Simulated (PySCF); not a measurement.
CH₇ClOSi₃, SMILES Cl[Si@@H]1OC[SiH2][SiH2]1.

Geometry optimised at PBE0-D3(BJ)/def2-SVP. The structure was generated by enumeration; whether it is a known compound was not checked. Other conformers were not sampled.

Method: TDA-PBE/def2-SVPD (PySCF 2.14.0).

Vertical excitations. Isolated molecule, no solvent.

Computed UV-visible absorptions:
```
state  energy (eV)  λ (nm)      f                                                                   main pairs
-----  -----------  ------  -----  ---------------------------------------------------------------------------
S1            4.98     249  0.008                                                               HOMO→LUMO 94 %
S2            5.32     233  0.038                                         HOMO→LUMO+1 76 %, HOMO−1→LUMO+1 17 %
S3            5.50     226  0.003                                                             HOMO−1→LUMO 94 %
S4            5.66     219  0.068                                         HOMO−1→LUMO+1 77 %, HOMO→LUMO+1 13 %
S5            6.03     206  0.065                                                             HOMO→LUMO+2 70 %
S6            6.11     203  0.059                                                             HOMO→LUMO+3 75 %
S7            6.18     201  0.032                                                             HOMO−2→LUMO 68 %
S8            6.29     197  0.009                        HOMO→LUMO+4 44 %, HOMO−3→LUMO 37 %, HOMO−1→LUMO+2 8 %
S9            6.33     196  0.012                                       HOMO−2→LUMO+1 44 %, HOMO−1→LUMO+2 34 %
S10           6.36     195  0.012  HOMO−1→LUMO+2 36 %, HOMO−2→LUMO+1 26 %, HOMO−3→LUMO+1 22 %, HOMO→LUMO+5 6 %
T1            4.60     270      0                                             HOMO→LUMO 74 %, HOMO→LUMO+1 23 %
T2            4.68     265      0                                             HOMO→LUMO+1 74 %, HOMO→LUMO 23 %
T3            5.17     240      0                                                             HOMO−1→LUMO 98 %
T4            5.37     231      0                                                           HOMO−1→LUMO+1 97 %
```
Triplets are in the Tamm–Dancoff approximation.
